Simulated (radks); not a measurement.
All-electron atom: the dysprosium ion Dy+ in [Xe] 4f10 6s1 (the NIST ground configuration).

All-electron calculation, Dirac Kohn-Sham, HCTH/407, spin-unpolarised, spherical densities, point nucleus; open shells fill j = l - 1/2 first. Program: a radial shooting solver on a logarithmic mesh with Libxc functionals.

Energy parts (eV):
part                      energy
total                 -331307.78
kinetic                363434.91
electron-nucleus      -816558.79
Hartree                129216.00
exchange-correlation    -7399.90

Orbitals (lengths in bohr, moments of r in powers of bohr):
orbital  occ.  eigenvalue (eV)      <r^2>       <r^4>
1s1/2       2        -53595.23  0.0006097   9.926e-07
2s1/2       2        -8934.027   0.009461   0.0001553
2p1/2       2        -8499.805   0.006844  0.00009548
2p3/2       4        -7699.589   0.008069   0.0001278
3s1/2       2        -1994.673    0.06273    0.005951
3p1/2       2        -1804.978    0.05820    0.005369
3p3/2       4        -1638.581    0.06515    0.006673
3d3/2       4        -1312.361    0.05159    0.004747
3d5/2       6        -1275.942    0.05352    0.005077
4s1/2       2        -399.9289     0.3169      0.1463
4p1/2       2        -324.9829     0.3321      0.1653
4p3/2       4        -287.7495     0.3705      0.2059
4d3/2       4        -164.2110     0.4218      0.2911
4d5/2       6        -157.4534     0.4371      0.3128
4f5/2       6         -10.6463     0.9950       3.395
4f7/2       4          -9.7529      1.049       3.927
5s1/2       2         -55.6724      1.903       5.413
5p1/2       2         -35.4659      2.442       9.376
5p3/2       4         -30.7269      2.805       12.46
5d3/2       0          -7.0365      9.276       175.9
5d5/2       0          -6.7661      9.925       200.3
6s1/2       1          -8.7849      16.26       402.4
6p1/2       0          -5.7988      25.52       965.8
6p3/2       0          -5.4577      28.06        1150

The highest occupied level is 6s1/2 at -8.785 eV. For comparison, the ionisation energy in NIST's Atomic Spectra Database is 11.65 eV (semi-empirical). In exact Kohn-Sham theory the highest level is minus the ionisation energy, but local and semilocal functionals leave it too shallow, through self-interaction and a potential that decays too fast; potentials with the right tail come closer. Summed over all electrons, <r^2> = 54.52 bohr^2, which gives a Langevin (diamagnetic) susceptibility term of -43.2 x 10^-6 cm^3/mol.

Beside tabulated values, note that spin-unpolarised runs miss the spin-polarisation part of the exchange energy of open shells.
